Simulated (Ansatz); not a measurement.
formaldehyde (CH₂O), singlet, geometry from GFN2-xTB; PBE0/6-31G* run with Ansatz (a first-principles code).

The Ansatz input:
Ansatz 0.2 input:
```yaml
crystal:
  periodic: [false, false, false]
  atoms:
    - {symbol: O, position_ang: [-0.03219574, 0.01611315, 0.66978750]}
    - {symbol: C, position_ang: [0.02502329, -0.01252352, -0.52057460]}
    - {symbol: H, position_ang: [0.02949294, 0.89965871, -1.14088032]}
    - {symbol: H, position_ang: [0.07793327, -0.95342279, -1.09397208]}
basis:
  gaussian:
    orbitals: 6-31G*
hamiltonian:
  xc: pbe0
```

Output, abridged:

```
Functional definition: PBE0
336 factors; integrals over basis functions are off by at most 7.5e-4 eV
mean field evaluation 1: about -3109.7751 eV, gradient 3.5e1 eV
mean field evaluation 2: about -3104.4912 eV, gradient 6.4e1 eV
mean field evaluation 4: about -3112.1024 eV, gradient 1.5e0 eV
mean field evaluation 8: about -3112.1059 eV, gradient 2.1e-3 eV
mean field -3112.10592579 eV, -114.3677833115 hartree, gradient 4.0e-5 eV, S^2 0.000000; 0 other end points of the search recorded, 0 dependent functions left out
reference -3112.10593539 eV, -114.3677836643 hartree; 8, 8 occupied and 26, 26 virtual orbitals, 336 factors
Total energy: -3112.10593539 eV, -114.3677836643 hartree
```
